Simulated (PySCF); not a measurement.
A structure optimised at PBE-D3(BJ)/def2-SVP, used in a PySCF frequency run:

```xyz
4

Sb     0.0000     0.0000    -0.6167
Br     2.0071     1.1588     0.2995
Br    -2.0071     1.1588     0.2995
Br     0.0000    -2.3176     0.2995
```
Charge +1, spin multiplicity 2.

Task: Write its SMILES, formula and point group.

Result: [Br][Sb+]([Br])[Br], Br3Sb, C3v

Task: What are its rotational constants (standard atomic weights)?

Result: 0.71024, 0.71024, 0.39251 GHz
